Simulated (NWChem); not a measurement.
System: BClF$_{2}$; SMILES FB(F)Cl

```xyz
4

B     -0.0029    -0.4474     0.0000
F      0.0006    -1.1108    -1.1364
F      0.0006    -1.1108     1.1364
Cl     0.0002     1.3077     0.0000
```
Atoms are numbered in this order, from 1.

The geometry was optimised at B3LYP/6-31G* (spherical d). B3LYP is NWChem's, with the RPA form of VWN correlation.

Symmetry labels are those of Cs in the frame above (b1 and b2, or b-type labels, depend on it).

List the 4 lowest vertical singlet excitations from B3LYP/def2-SVP, full TDDFT (NWChem).


| state | energy (eV) | oscillator strength | symmetry | leading excitation (squared amplitude) |
|---|---|---|---|---|
| S1 | 7.67 | 0.000 | a" | HOMO → LUMO (1.00) |
| S2 | 8.74 | 0.096 | a' | HOMO−1 → LUMO (0.95) |
| S3 | 9.47 | 0.020 | a" | HOMO → LUMO+1 (0.99) |
| S4 | 9.74 | 0.005 | a' | HOMO−2 → LUMO (0.95) |
